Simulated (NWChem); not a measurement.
Everything below was run with NWChem. System: GaN, charge 1, spin multiplicity 4, at the geometry of a parent with another charge or spin, in a state set for the comparison that need not be this species' ground state. Its SCF solution wasn't tested for a lower state. Level: UMP2/def2-TZVP, 10 core orbitals frozen.

NWChem printed:

```
             Northwest Computational Chemistry Package (NWChem) 7.3.0
             --------------------------------------------------------

                                NWChem Input Module
                                -------------------

 Scaling coordinates for geometry "geometry" by  1.889725989
 (inverse scale =  0.529177249)

 Turning off AUTOSYM since
 SYMMETRY directive was detected!

                             Geometry "geometry" -> ""
                             -------------------------

 Output coordinates in angstroms (scale by  1.889725989 to convert to a.u.)

  No.       Tag          Charge          X              Y              Z
 ---- ---------------- ---------- -------------- -------------- --------------
    1 Ga                  31.0000     0.00000000     0.00000000     0.34030900
    2 N                    7.0000     0.00000000     0.00000000    -1.50708200

 Effective nuclear repulsion energy (a.u.)      62.1587216961

            Nuclear Dipole moment (a.u.)
            ----------------------------
        X                 Y               Z
 ---------------- ---------------- ----------------
     0.0000000000     0.0000000000     0.0000094486

      Symmetry information
      --------------------

 Group name             C2v
 Group number             16
 Group order               4
 No. of unique centers     2

      Symmetry unique atoms

     1    2


 Summary of "ao basis" -> "" (spherical)
 ------------------------------------------------------------------------------
       Tag                 Description            Shells   Functions and Types
 ---------------- ------------------------------  ------  ---------------------
 *                         def2-tzvp                  on all atoms

 Summary of "ao basis" -> "ao basis" (spherical)
 ------------------------------------------------------------------------------
       Tag                 Description            Shells   Functions and Types
 ---------------- ------------------------------  ------  ---------------------
 Ga                        def2-tzvp                16       48   6s5p4d1f
 N                         def2-tzvp                11       31   5s3p2d1f

                                 NWChem SCF Module
                                 -----------------

  ao basis        = "ao basis"
  functions       =    79
  atoms           =     2
  alpha electrons =    20
  beta  electrons =    17
  charge          =   1.00
[...]
     2   0 2 0    -12.060916     -7.448775     -4.612141      0.000000
     2   0 1 1     -0.000000     -0.000000     -0.000000      0.000000
     2   0 0 2    -12.377048    -53.581483    -28.392715     69.597150

                   NWChem MP2 Semi-direct Energy/Gradient Module
                   ---------------------------------------------

  Basis functions       =     79
  Molecular orbitals    =     79
  Frozen core           =     10
  Frozen virtuals       =      0
  Active alpha occupied =     10
  Active beta occupied  =      7
  Active alpha virtual  =     59
  Active beta virtual   =     62
  Use MO symmetry       = T
  Use skeleton AO sym   = T

  AO/Fock/Back tols     =   1.0D-09  1.0D-09  1.0D-09

 GA uses MA = F    GA memory limited = T

 Available:
  local mem=  1.26D+08
 global mem=  1.44D+08
 local disk=  0.00D+00
  mp2_memr nvloc                    59
  nvloc new                    59
   1 passes of  10:        4194304                      42219                   6321627.
   1 passes of  10: M    126148683           G      144166718           F     121954379.

 Semi-direct pass number   1 of   1  for UHF alpha       at        1.4s
  vrange nnbf                  3146
  mp2_eaftype                    24  avail_ma_in_mb                  1099
 EAF : mp2_eaftype filesize          24    3160813.
  mp2_eaf for mointskh                     24
Node 0 wrote     14.8 Mb in      0.0 s     Agg I/O rate:  1288.3 Mb/s
 Done moints_semi at        3.3s
  mp2_eaftype                    24  avail_ma_in_mb                  1075
 EAF : mp2_eaftype filesize          24    3160813.
  mp2_eaf for kh                    24
 Done maket at        3.4s
 Done multipass loop at        3.4s

 GA uses MA = F    GA memory limited = T

 Available:
  local mem=  1.26D+08
 global mem=  1.44D+08
 local disk=  0.00D+00
  mp2_memr nvloc                    62
  nvloc new                    62
   1 passes of   7:        4194304                      34422                   4652988.
   1 passes of   7: M    126148683           G      144166718           F     121954379.

 Semi-direct pass number   1 of   1  for UHF beta        at        3.4s
  vrange nnbf                  3146
  mp2_eaftype                    17  avail_ma_in_mb                  1099
 EAF : mp2_eaftype filesize          17    2326494.
  mp2_eaf for mointskh                     17
Node 0 wrote     10.9 Mb in      0.0 s     Agg I/O rate:   727.6 Mb/s
 Done moints_semi at        5.3s
  mp2_eaftype                    17  avail_ma_in_mb                  1082
 EAF : mp2_eaftype filesize          17    2326494.
  mp2_eaf for kh                    17
 Done maket at        5.4s
 Done multipass loop at        5.4s

          -------------------------------------------
          SCF energy               -1977.372872059029
          Correlation energy          -0.283174218935
          Singlet pairs                0.000000000000
          Triplet pairs                0.000000000000
          Total MP2 energy         -1977.656046277964
          -------------------------------------------

          ---------------------------------------------------
                    Spin Component Scaled (SCS) MP2
          Same spin pairs                     -0.087151221775
          Same spin scaling factor             0.333333333333
          Opposite spin pairs                 -0.196022997160
          Opposite spin scaling fact.          1.200000000000
          SCS-MP2 correlation energy          -0.264278003850
          Total SCS-MP2 energy             -1977.637150062879
          ---------------------------------------------------

 -----------------------
 Performance information
 -----------------------

 Timer overhead =  9.87D-08 seconds/call

               Nr. of calls         CPU time (s)                 Wall time (s)                GFlops
             ---------------    -------------------     ------------------------------   -------------------
Name         Min   Avg   Max    Min     Avg     Max     Min     Avg     Max   Mx/calls   Min     Max     Sum
mp2: moin     2     2     2    3.9     3.9     3.9      3.9     3.9     3.9     1.9      0.0     0.0     0.0
mp2: make     2     2     2   9.18E-2 9.18E-2 9.18E-2  9.18E-2 9.18E-2 9.18E-2 4.59E-2   0.0     0.0     0.0
mp2: tota     1     1     1    4.0     4.0     4.0      4.0     4.0     4.0     4.0      0.0     0.0     0.0

 The average no. of pstat calls per process was 5.00D+00
 with a timing overhead of 4.93D-07s

 Task  times  cpu:        5.3s     wall:        5.3s

 Total times  cpu:        5.4s     wall:        5.4s
```

Task: Write an NWChem input that would produce this output.

Result: Several could match; the one computed here: 
```
start mol
memory heap 200 mb stack 900 mb global 1100 mb
charge 1
geometry units angstroms nocenter noautoz
  Ga     0.000000     0.000000     0.340309
  N      0.000000     0.000000    -1.507082
  symmetry group C2v
end
basis spherical
  * library def2-tzvp
end
scf
  uhf
  nopen 3
  maxiter 100
  thresh 1e-7
  semidirect memsize 60000000 filesize 0
  # guess.movecs holds the orbitals of an unrestricted PBE0 run
  vectors input guess.movecs output mol.movecs
end
mp2
  freeze core 10
end
task mp2 energy
```
